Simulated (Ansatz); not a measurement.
# Worked example: C2H5BrSn + CBr2Cl2 → C2H5ClSn + CBr3Cl

Species: C2H5BrSn `C[CH2][Sn][Br]`, singlet; CBr2Cl2 (dibromodichloromethane) `ClC(Cl)(Br)Br`, singlet; C2H5ClSn `C[CH2][Sn][Cl]`, singlet; CBr3Cl (tribromochloromethane) `ClC(Br)(Br)Br`, singlet. The partners trade Br for Cl: Sn–Br and C–Cl bonds give way to Sn–Cl and C–Br.

Shapes, held fixed at every level: PBE0-D4/def2-TZVP. Flexible molecules stand in one conformer, not always the lowest. Programs: Ansatz 0.2.0. The zero-point and thermal change to 298 K, harmonic and unscaled (PBE0-D4/def2-TZVP), is -0.6 kJ/mol.

At CCSD(T)/def2-TZVPP; 1 Eh = 2625.50 kJ/mol:

| species | energy (Eh) |
| --- | --- |
| C2H5BrSn | -2865.486357 |
| CBr2Cl2 | -6102.872812 |
| C2H5ClSn | -752.503279 |
| CBr3Cl | -8215.852657 |

Q: Work out ΔH(298 K) of the reaction at this level.

A: 
1. Products less reactants: (-752.503279) + (-8215.852657) − [(-2865.486357) + (-6102.872812)] = 0.003233 Eh = +8.5 kJ/mol.
2. With the thermal change: +8.5 + (-0.6) = +7.9 kJ/mol.

Other levels give +9.8 (B2PLYP/def2-TZVPP) to +18.4 kJ/mol (CCSD/def2-SVP). No measured value is set beside it here. For atoms past krypton def2 sets carry core potentials with scalar relativity. Relativity is left out for Br. Outer-core shells of Br, Sn are correlated in most correlated rows, in sets that cover them unevenly.
